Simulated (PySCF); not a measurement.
**`C(NC([C@@H](C#C)C)=O)(=C)F`, C7H8FNO**

Geometry:
```json
{"atom": "C1", "x (Å)": "-2.168", "y (Å)": "1.100", "z (Å)": "1.808"}
{"atom": "C2", "x (Å)": "-1.807", "y (Å)": "0.312", "z (Å)": "0.981"}
{"atom": "C3", "x (Å)": "-1.342", "y (Å)": "-0.606", "z (Å)": "-0.039"}
{"atom": "C4", "x (Å)": "-1.776", "y (Å)": "-0.137", "z (Å)": "-1.437"}
{"atom": "C5", "x (Å)": "0.183", "y (Å)": "-0.749", "z (Å)": "-0.035"}
{"atom": "O6", "x (Å)": "0.741", "y (Å)": "-1.783", "z (Å)": "-0.308"}
{"atom": "N7", "x (Å)": "0.825", "y (Å)": "0.422", "z (Å)": "0.250"}
{"atom": "C8", "x (Å)": "2.195", "y (Å)": "0.626", "z (Å)": "0.309"}
{"atom": "C9", "x (Å)": "3.181", "y (Å)": "-0.206", "z (Å)": "0.028"}
{"atom": "F10", "x (Å)": "2.447", "y (Å)": "1.894", "z (Å)": "0.717"}
{"atom": "H11", "x (Å)": "-2.507", "y (Å)": "1.767", "z (Å)": "2.544"}
{"atom": "H12", "x (Å)": "-1.760", "y (Å)": "-1.601", "z (Å)": "0.151"}
{"atom": "H13", "x (Å)": "-1.425", "y (Å)": "-0.844", "z (Å)": "-2.185"}
{"atom": "H14", "x (Å)": "-1.363", "y (Å)": "0.845", "z (Å)": "-1.659"}
{"atom": "H15", "x (Å)": "-2.860", "y (Å)": "-0.077", "z (Å)": "-1.489"}
{"atom": "H16", "x (Å)": "0.256", "y (Å)": "1.216", "z (Å)": "0.518"}
{"atom": "H17", "x (Å)": "2.971", "y (Å)": "-1.207", "z (Å)": "-0.293"}
{"atom": "H18", "x (Å)": "4.200", "y (Å)": "0.113", "z (Å)": "0.128"}
```

The calculation used GIAO B3LYP/pcSseg-1 magnetisability, rotational g tensor and spin-rotation constants, non-relativistic, gas phase in PySCF 2.14.0. Geometry: GFN2-xTB.

Q: How diamagnetic is it, and how anisotropic?

A: Isotropic -1370 × 10⁻³⁰ J/T², or -82.5 × 10⁻⁶ cm³/mol; principal values -1536, -1313, -1262 × 10⁻³⁰ J/T², anisotropy 252 × 10⁻³⁰ J/T² (root of half the summed squared differences of the principal values). The susceptibility is in cgs units.

Q: Split it along the inertial axes a, b, c into diamagnetic and paramagnetic parts about the centre of mass, with the quadrupole moment.

A: 
| axis | χ (10⁻⁶ cm³/mol) | diamagnetic (10⁻⁶ cm³/mol) | paramagnetic (10⁻⁶ cm³/mol) | summed x² of all electrons (Å²) | quadrupole Θ (D Å) |
| --- | --- | --- | --- | --- | --- |
| a | -78.6 | -703.9 | 625.3 | 285.6 | +3.34 |
| b | -79.7 | -1395.5 | 1315.9 | 122.5 | -1.20 |
| c | -89.3 | -1731.4 | 1642.0 | 43.4 | -2.13 |

Anisotropies 2χaa − χbb − χcc = +11.9 and 2χbb − χaa − χcc = +8.5 × 10⁻⁶ cm³/mol. Θ is traceless in Buckingham's convention.

Q: And the rotational g tensor?

A: 
```csv
axis,rotational constant (GHz),g,nuclear part,electronic part
a,1.9817,-0.0252,0.5569,-0.5821
b,0.9094,-0.0100,0.5522,-0.5622
c,0.7139,-0.0044,0.5464,-0.5508
```
Asymmetric top; isotopes 12C, 19F, 1H, 14N, 16O; no vibrational averaging.
